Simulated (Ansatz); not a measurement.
Born–Oppenheimer molecular dynamics of C2H8GeSSi (13 atoms, charge 0, multiplicity 1). It goes on from the last frame of an earlier run, with new velocities.

All numbers below come from RKS PBE/def2-SVP (Ansatz 0.2.0).

```yaml
ensemble: NVT, Nosé–Hoover chain
time_step: 0.5 fs
steps_asked: 150
set_temperature: 400 K
thermostat: time constant 100 fs, chain length 3 (defaults)
seed: 550076
```

First frame:

```xyz
13
Properties=species:S:1:pos:R:3
C -1.653 -0.011 1.548
C -1.252 -0.003 0.249
S -2.565 0.182 -1.027
Ge 0.643 -0.806 -0.130
Si 2.227 1.168 -0.423
H -0.902 -0.174 2.293
H -2.610 0.128 1.924
H -2.433 -1.045 -1.584
H 0.460 -1.688 -1.433
H 1.113 -1.768 1.096
H 2.207 2.085 0.825
H 3.665 0.798 -0.764
H 1.737 1.901 -1.654
```

(1) How far do the bonds stretch over the last three quarters of this one trajectory? (Pairs bonded in most of those frames.)

Answers

(1) 
```
   bond  mean (Å)  spread (Å)  shortest  longest
  C1–C2     1.356       0.026      1.31     1.40
  C1–H6     1.110       0.041      1.04     1.18
  C1–H7     1.108       0.042      1.04     1.18
  C2–S3     1.798       0.034      1.75     1.86
 C2–Ge4     1.958       0.043      1.92     2.10
  S3–H8     1.372       0.015      1.35     1.40
Ge4–Si5     2.368       0.127      2.23     2.60
 Ge4–H9     1.560       0.029      1.52     1.60
Ge4–H10     1.570       0.048      1.50     1.64
Si5–H11     1.506       0.034      1.46     1.56
Si5–H12     1.520       0.073      1.41     1.62
Si5–H13     1.504       0.005      1.50     1.51
```

Mean temperature of the second half: 434 K. The conserved energy stayed within 0.19 meV per atom of its start (net change -0.1 meV per atom), so the integration is sound. A run of 0.075 ps of so small a system gives no equilibrium averages.

The run took 6.7 min on 4 threads of Arm Neoverse N1 (shared host), peak memory 0.21 GiB.
